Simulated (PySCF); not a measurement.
Geometries of 2 isomers of C6H5BrO, from PBE0-D3(BJ)/def2-SVP geometry optimisation, gas phase (PySCF). One conformer each, no zero-point energy, no frequencies.

Task: Which isomer lies lower at this level?
A.
```xyz
13
angstrom
O     -2.387    0.587   -0.117
C     -1.054    0.386   -0.098
C     -0.236    1.371   -0.663
C      1.145    1.215   -0.673
C      1.720    0.072   -0.116
Br     3.596   -0.137   -0.129
C      0.916   -0.915    0.448
C     -0.468   -0.756    0.456
H     -2.829   -0.157    0.306
H     -0.703    2.259   -1.092
H      1.780    1.985   -1.114
H      1.367   -1.808    0.883
H     -1.098   -1.533    0.899
```
B.
```xyz
13
angstrom
O      1.484   -1.571   -1.715
C      0.250   -1.212   -1.341
C     -0.830   -2.017   -1.724
C     -2.127   -1.682   -1.356
C     -2.379   -0.537   -0.598
C     -1.318    0.275   -0.208
C     -0.020   -0.063   -0.580
Br     1.442    1.027   -0.067
H      2.112   -0.914   -1.378
H     -0.615   -2.908   -2.317
H     -2.953   -2.325   -1.666
H     -3.398   -0.275   -0.308
H     -1.488    1.176    0.384
```

Result: B. That is 2-bromophenol, `Oc1ccccc1Br`, 2.8 kcal/mol below the other.

| SMILES | atoms numbered as above | E (Eh) | relative (kcal/mol) | relative (kJ/mol) | dipole (D) |
| --- | --- | --- | --- | --- | --- |
| Oc1ccccc1Br | [OH:1][c:2]1[cH:3][cH:4][cH:5][cH:6][c:7]1[Br:8] | -2879.86058 | 0.0 | 0.0 | 0.71 |
| Oc1ccc(Br)cc1 | [OH:1][c:2]1[cH:3][cH:4][c:5]([Br:6])[cH:7][cH:8]1 | -2879.85618 | 2.8 | 11.6 | 2.40 |
